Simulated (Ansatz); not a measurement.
Relaxation of AlFH$_{4}$N$_{2}$ (8 atoms, charge 0, multiplicity 1), to a largest force component of 0.02 eV/Å in at most 40 steps.

Level of theory: RKS B3LYP-D4/6-31G in Ansatz 0.2.0.

```xyz
8
Properties=species:S:1:pos:R:3:forces:R:3
Al 0.000 0.000 0.000 -2.67 -0.05 1.54
N 0.000 0.000 1.920 0.24 -0.02 -1.33
H -0.877 -0.271 2.450 1.89 0.73 -0.62
H 0.877 0.271 2.450 -1.89 -0.73 -0.53
F 1.464 0.000 -0.845 0.51 0.14 -0.11
N -1.663 0.000 -0.960 0.94 -0.05 0.57
H -2.332 -0.816 -0.861 0.92 1.86 -0.53
H -1.912 0.816 -1.589 0.06 -1.89 1.02
```

Where does it end, and by what steps?

It converged. The force dipped under the threshold on the way, but the program's further checks kept it going. Limits of this set-up: no polarisation functions. After 9 steps the energy has fallen by 0.873 eV; H8 moved furthest, 0.84 Å.

```tsv
step	energy less start (eV)	largest force component (eV/Å)	accepted
0	0.0000	2.668	yes
1	-0.6169	1.144	yes
2	-0.7749	0.583	yes
3	-0.8258	0.374	yes
4	-0.8325	0.500	yes
5	-0.8712	0.041	yes
6	-0.8729	0.012	yes
7	-0.8731	0.075	yes
8	-0.8732	0.028	yes
9	-0.8733	0.000	yes
```

```xyz
8
Properties=species:S:1:pos:R:3
Al -0.090 0.108 0.054
N -0.017 -0.095 1.824
H -0.813 -0.295 2.413
H 0.835 -0.023 2.361
F 1.366 0.446 -0.778
N -1.591 -0.020 -0.898
H -2.503 -0.216 -0.510
H -1.629 0.095 -1.901
```

The run took 22 s on 1 thread of Arm Neoverse V2, with other jobs on the host, peak memory 0.12 GiB.
